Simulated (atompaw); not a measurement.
## Before and after: PAW (atompaw) potential for Mn

```
Element                 : manganese
Generator               : atompaw 4.2.0.5
Type                    : PAW
Functional              : PBEsol
Relativity              : scalar-relativistic
Frozen core             : [Ar]
Valence charge          : 7
Reference configuration : 3d5 4s2 4p0
Partial waves           : 4s (bound): rc 2.35 bohr; 4s channel at 0.4 Ry: rc 2.35 bohr; 4p (bound, empty): rc 2.55 bohr; 4p channel at 1.95 Ry: rc 2.55 bohr; 3d (bound): rc 1.45 bohr; 3d channel at 0.25 Ry: rc 1.45 bohr
Local potential         : ultrasoft scheme with l = 3 at 0.5 Ry, radius 1.90 bohr
Core correction         : smooth core density matched at 1.55 bohr
Augmentation charge     : sinc compensation charge, radius 2.15 bohr; PAW radius 2.55 bohr; waves and projectors: custom rrkj gramschmidtortho
```

Change: augmentation sinc compensation charge, radius 2.15 bohr; PAW radius 2.55 bohr; waves and projectors: custom polynom gramschmidtortho.

Cutoffs: the cutoffs (Ry, on a coarse ladder) from which the occupation-weighted sum of valence levels, in a spherical-Bessel basis at the reference potential, stays within 10 and 1 mRy of its value at 400 Ry; they do not see the model core or the augmentation charge, which bear on the density cutoff.

Question: What does the change do?

Answer: The potential gets harder (50 Ry and 80 Ry → 55 Ry and 90 Ry); a bound ghost appears in s, which as a rule spoils a file; the range in which the s phases agree widens (upper end 2.1 → at the end of the scan); the range in which the p phases agree narrows (upper end 4.3 → 0.2).

```tsv
quantity	base	changed
cutoff, loose	50 Ry	55 Ry
cutoff, tight	80 Ry	90 Ry
bound ghosts	none	s
s: phases at 2.56 bohr within 0.05 rad from the reference energy up to (Ry; the scan ends near 5)	2.1	to the end of the scan
p: phases at 2.56 bohr within 0.05 rad from the reference energy up to (Ry; the scan ends near 5)	4.3	0.2
d: phases at 2.56 bohr within 0.05 rad from the reference energy up to (Ry; the scan ends near 5)	to the end of the scan	to the end of the scan
lowest overlap eigenvalue by channel	s 0.40, p 0.58, d 0.96	s 0.17, p 0.41, d 0.99
```

 A true bound ghost makes a file unfit for plane-wave use even where its test errors are small: the radial tests pick states by their node count and pass the ghost by. The cutoffs see the waves, projectors and local potential, not the compensation charge or the core.
